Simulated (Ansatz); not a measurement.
C₃H₁₁InO (`C[OH+][InH-]([CH3])[CH3]`), 16 atoms. Total charge 0; spin multiplicity 1. Correlated methods include outer-core shells of In, which these sets cover unevenly. In: def2 effective core potential. All runs use 4 threads of an Arm Neoverse V1 on a shared host. Correlated methods freeze the cores.

Q: Give the basis size and wall time and peak host memory of each of these runs in Ansatz. RKS PBE0-D4/def2-QZVPP energy; RKS PBE0-D4/def2-SVP energy; RKS ωB97M-V/def2-SVP energy; RKS r2SCAN-D4/def2-TZVPP energy and forces; RHF-MP2/def2-QZVPP energy; direct RPA on PBE orbitals/def2-TZVPP energy; RKS PBE-D4/def2-TZVPP energy and forces; RHF-MP2/def2-TZVPP energy; RKS ωB97M-V/def2-QZVPP energy; RKS BLYP-D4/def2-TZVPP energy; RKS PBE0-D4/def2-TZVP frequencies; RHF-CCSD(T)/def2-SVP energy. (An estimate is asked.)

A: Computed: Other jobs shared the machine, so times are rough.

| level | job | functions | wall time | peak host memory (GiB) |
| --- | --- | --- | --- | --- |
| RKS PBE0-D4/def2-SVP | energy | 137 | 2 s | 0.36 |
| RKS BLYP-D4/def2-TZVPP | energy | 328 | 4.1 s | 0.49 |
| RKS PBE-D4/def2-TZVPP | energy and forces | 328 | 4.7 s | 0.49 |
| RHF-MP2/def2-TZVPP | energy | 328 | 8 s | 1.1 |
| RKS ωB97M-V/def2-SVP | energy | 137 | 8 s | 0.51 |
| RKS r2SCAN-D4/def2-TZVPP | energy and forces | 328 | 8.5 s | 0.53 |
| direct RPA on PBE orbitals/def2-TZVPP | energy | 328 | 13 s | 1.1 |
| RKS PBE0-D4/def2-QZVPP | energy | 640 | 18 s | 2.6 |
| RHF-CCSD(T)/def2-SVP | energy | 137 | 30 s | 1.2 |
| RKS ωB97M-V/def2-QZVPP | energy | 640 | 36 s | 3.2 |
| RHF-MP2/def2-QZVPP | energy | 640 | 55 s | 5.7 |
| RKS PBE0-D4/def2-TZVP | frequencies | 240 | 6.7 min | 0.77 |
